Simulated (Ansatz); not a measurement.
Cost and result for the atomization energy of `O=C1N[SiH2]1` (7 atoms, 7 bonds).

```xyz
7

O     1.864   -0.330   -1.250
C     0.877   -0.154   -0.602
N     0.539   -0.141    0.712
Si   -0.914    0.196   -0.187
H     1.106   -0.293    1.536
H    -1.982   -0.833   -0.155
H    -1.491    1.556   -0.053
```

The species carries charge 0 and has multiplicity 1. The geometry is a stationary point of PBE0-D4/def2-TZVP. Program: Ansatz. All runs use 2 threads of an Arm Neoverse V2 on a shared host. Times are those of one run each, without the atoms' runs, and a repeat can differ threefold. Electronic energies, without spin–orbit coupling; frozen cores. CCSD(T)/CBS adds CCSD(T) − MP2 in def2-TZVPP to the MP2 limit, and its time is that of the two runs behind it. T1 = 0.018. HSE06 is the plane-wave form, built on full-range PBE exchange.

CCSD(T)/CBS is a level of theory with its own doubt, some kJ/mol a heavy atom from the limit and from the frozen cores, so smaller differences don't rank the functionals.

```
                             level  functions  wall time
              revPBE-D4/def2-TZVPP        177      1.4 s
                BLYP-D4/def2-TZVPP        177      1.4 s
                  CCSD(T)/def2-SVP         75      1.4 s
                PBE0-D4/def2-TZVPP        177      1.6 s
               BHLYP-D4/def2-TZVPP        177      2.2 s
               HSE06-D4/def2-TZVPP        177      2.3 s
           CAM-B3LYP-D4/def2-TZVPP        177      2.4 s
r2SCAN-D4/def2-TZVPP (with forces)        177      3.4 s
                 B97M-V/def2-TZVPP        177        7 s
  ωB97M-V/def2-TZVPP (with forces)        177        8 s
                    MP2/def2-QZVPP        331       10 s
                CCSD(T)/def2-TZVPP        177       31 s
                 CCSD(T)/CBS(def2)          –       41 s
```

**Question.** What atomization energy does each give, and how far from CCSD(T)/CBS? (Estimate.)

**Answer.** Computed: 
| level | atomization (kcal/mol) | difference from CCSD(T)/CBS | per bond |
| --- | --- | --- | --- |
| revPBE-D4/def2-TZVPP | 632.4 | 9.6 | 1.4 |
| BLYP-D4/def2-TZVPP | 635.5 | 12.7 | 1.8 |
| CCSD(T)/def2-SVP | 577.0 | -45.8 | -6.5 |
| PBE0-D4/def2-TZVPP | 627.8 | 5.0 | 0.7 |
| BHLYP-D4/def2-TZVPP | 593.9 | -28.9 | -4.1 |
| HSE06-D4/def2-TZVPP | 628.6 | 5.8 | 0.8 |
| CAM-B3LYP-D4/def2-TZVPP | 628.4 | 5.6 | 0.8 |
| r2SCAN-D4/def2-TZVPP (with forces) | 628.9 | 6.1 | 0.9 |
| B97M-V/def2-TZVPP | 629.2 | 6.4 | 0.9 |
| ωB97M-V/def2-TZVPP (with forces) | 628.5 | 5.7 | 0.8 |
| MP2/def2-QZVPP | 633.1 | 10.3 | 1.5 |
| CCSD(T)/def2-TZVPP | 600.6 | -22.2 | -3.2 |
| CCSD(T)/CBS(def2) | 622.8 | 0.0 | 0.0 |

The D4 term adds +4.8 kcal/mol with B3LYP and +2.4 kcal/mol with PBE0; it sums over pairs of atoms, weighted by their polarisabilities, and B3LYP, whose exchange is more repulsive, gets the larger term. At CCSD(T), def2-SVP lies −45.8 kcal/mol from the extrapolated value and def2-TZVPP −22.2 kcal/mol: correlation converges slowly with the basis, and small sets miss more of it in the bonded molecule than in its fragments. In def2-TZVPP, CCSD(T) changes the Hartree–Fock value by +198.3 kcal/mol (the triples alone add +15.4 kcal/mol) and MP2 by +217.4 kcal/mol; breaking electron pairs costs correlation energy, which Hartree–Fock lacks.

B3LYP here is the variant with VWN-RPA as its local correlation; programs differ in this.
